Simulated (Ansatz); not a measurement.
`C[SiH2]BCl` → B• + C• + Cl• + 6 H• + Si•  (atomization)

Calculated with Ansatz (gas phase, PBE0-D4/def2-TZVP geometries, no zero-point term in ΔE). CCSD(T)/CBS is the MP2 limit (def2-TZVPP, def2-QZVPP) plus CCSD(T) − MP2 in def2-TZVPP, frozen cores. This one scheme is used for every species, atoms too. Functionals use def2-TZVPP. No spin–orbit coupling; open shells (•) take unrestricted orbitals. Spin–orbit coupling would lower the free atoms: a little for B, C, Cl, Si. Each species was taken in one conformer, which may not be the lowest.

Question: What is ΔE at CCSD(T)/CBS? (An estimate is asked.)

Answer: Ansatz gave: +3383.3 kJ/mol.

Question: What do these levels give: LDA (SPW92), PBE-D4, revPBE-D4, r2SCAN-D4, r2SCANh-D4, r2SCAN0-D4, ωB97X-V, PBE, revPBE, BLYP, r2SCANh, r2SCAN0? (Best estimate.)

Answer: Ansatz gave: LDA (SPW92) 3788.4, PBE-D4 3416.7, revPBE-D4 3354.8, r2SCAN-D4 3410.0, r2SCANh-D4 3399.0, r2SCAN0-D4 3383.7, ωB97X-V 3406.8, PBE 3396.8, revPBE 3297.7, BLYP 3315.7, r2SCANh 3393.7, r2SCAN0 3377.9 kJ/mol.

Largest T1 diagnostic among the species: 0.014.

At CCSD(T), def2-SVP lies −164.0 kJ/mol from the extrapolated value and def2-TZVPP −74.8 kJ/mol: correlation converges slowly with the basis, and small sets miss more of it in the bonded molecule than in its fragments. The D4 term adds +32.2 kJ/mol with B3LYP and +16.9 kJ/mol with PBE0; it sums over pairs of atoms, weighted by their polarisabilities, and B3LYP, whose exchange is more repulsive, gets the larger term.

B3LYP here is the variant with VWN-RPA as its local correlation; programs differ in this.

For atomizations the MP2-based limit and the directly extrapolated one differ by several kJ/mol either way, and by 10 to 25 for some Ge, Se and Sn compounds, so smaller differences from it don't rank the levels.
